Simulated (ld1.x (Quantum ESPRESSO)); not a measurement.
Which change was made? (Hf, TM)

- Element: Hf
- Generator: ld1.x (Quantum ESPRESSO) 7.5
- Type: norm-conserving Troullier–Martins (Kleinman–Bylander form)
- Functional: PBEsol
- Relativity: fully relativistic
- Frozen core: [Xe] 4f14
- Valence charge: 4
- Reference configuration: 5d2 6s0 6p0 (charge +2)
- Partial waves: 6s (bound, empty): rc 2.00 bohr; 6p (bound, empty): rc 2.60 bohr; 5d (bound): rc 1.95 bohr
- Local potential: the d channel
- Core correction: none

Open shells are filled in proportion to 2j + 1 (rel_dist='average').

Cutoffs, loose and tight: the cutoffs (Ry, on a coarse ladder) from which the occupation-weighted sum of valence levels, in a spherical-Bessel basis at the reference potential, stays within 10 and 1 mRy of its value at 400 Ry. They do not see the model core or the augmentation charge, which bear on the density cutoff. Test errors are all-electron minus pseudo excitation energies from the reference, over the configurations 5d2 6s2 6p0; 5d2 6s1 6p0; 5d1 6s0 6p0; 5d2 6s1 6p1; 5d1 6s2 6p1; 5d2 6s0 6p1; 5d3 6s1 6p0; variants that change the core or the reference have their own tests. The largest error is taken over the tests solved by every variant that gives reliable tests at all, those not shown here included: 5d1 6s0 6p0; 5d2 6s1 6p0; 5d2 6s2 6p0; 5d3 6s1 6p0.

The base gives: outcome: generated, misses its reference levels by 0.36 eV; cutoff, loose: 25 Ry; cutoff, tight: 30 Ry; bound ghosts: s, p3/2, p1/2; largest test error (meV): +322.

Q: After one change the result is: outcome: generated, misses its reference levels by 0.36 eV; cutoff, loose: 21 Ry; cutoff, tight: 30 Ry; bound ghosts: s, p3/2, p1/2; largest test error (meV): +323. Which change was it?
A. wave 5d (bound): rc 1.95 bohr becomes 5d (bound): rc 2.38 bohr
B. wave 5d (bound): rc 1.95 bohr becomes 5d (bound): rc 1.24 bohr
C. wave 5d (bound): rc 1.95 bohr becomes 5d (bound): rc 2.88 bohr

A: A. The others give: wave 5d (bound): rc 1.95 bohr becomes 5d (bound): rc 1.24 bohr → outcome: generated, misses its reference levels by 0.36 eV; cutoff, loose: 70 Ry; cutoff, tight: 100 Ry; bound ghosts: s, p1/2, p3/2; largest test error (meV): +333 | wave 5d (bound): rc 1.95 bohr becomes 5d (bound): rc 2.88 bohr → outcome: generated, misses its reference levels by 0.36 eV; cutoff, loose: 18 Ry; cutoff, tight: 25 Ry; bound ghosts: s, p3/2, p1/2; largest test error (meV): +327.
